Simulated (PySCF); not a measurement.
HKO, SMILES [K][OH].

The structure is a stationary point at PBE-D3(BJ)/def2-TZVPD. The isomer is the one that the SMILES or the coordinates give; other isomers of the formula were not compared.

Level of theory: TDA-PBE/def2-TZVPD in PySCF 2.14.0.

Vertical excitations; the highest root listed may be one member of a degenerate set.  State labels are in the subgroup C2v.

Computed UV-visible absorptions:
| state | symmetry | energy (eV) | λ (nm) | f | main pairs |
|---|---|---|---|---|---|
| S1 | B2 | 2.08 | 595 | 0.006 | HOMO→LUMO (degenerate set) |
| S2 | B1 | 2.08 | 595 | 0.006 | HOMO−1→LUMO (degenerate set) |
| S3 | A2 | 3.46 | 358 | 0.000 | HOMO−1→LUMO+2, HOMO→LUMO+1 (degenerate set) |
| S4 | A1 | 3.46 | 358 | 0.000 | HOMO→LUMO+2, HOMO−1→LUMO+1 (degenerate set) |
| S5 | A2 | 3.49 | 355 | 0.000 | HOMO→LUMO+1 50 %, HOMO−1→LUMO+2 50 % |
| S6 | A1 | 3.54 | 351 | 0.001 | HOMO−1→LUMO+1 49 %, HOMO→LUMO+2 49 % |
| S7 | B2 | 3.68 | 337 | 0.039 | HOMO→LUMO+3 (degenerate set) |
| S8 | B1 | 3.68 | 337 | 0.039 | HOMO−1→LUMO+3 (degenerate set) |
| S9 | B2 | 4.38 | 283 | 0.003 | HOMO→LUMO+4 (degenerate set) |
| S10 | B1 | 4.38 | 283 | 0.003 | HOMO−1→LUMO+4 (degenerate set) |
| T1 | B2 | 2.04 | 606 | 0 | HOMO→LUMO (degenerate set) |
| T2 | B1 | 2.04 | 606 | 0 | HOMO−1→LUMO (degenerate set) |
| T3 | A1 | 3.38 | 367 | 0 | HOMO→LUMO+2 50 %, HOMO−1→LUMO+1 50 % |
| T4 | A2 | 3.43 | 361 | 0 | HOMO−1→LUMO+2 50 %, HOMO→LUMO+1 50 % |
Triplets are in the Tamm–Dancoff approximation.
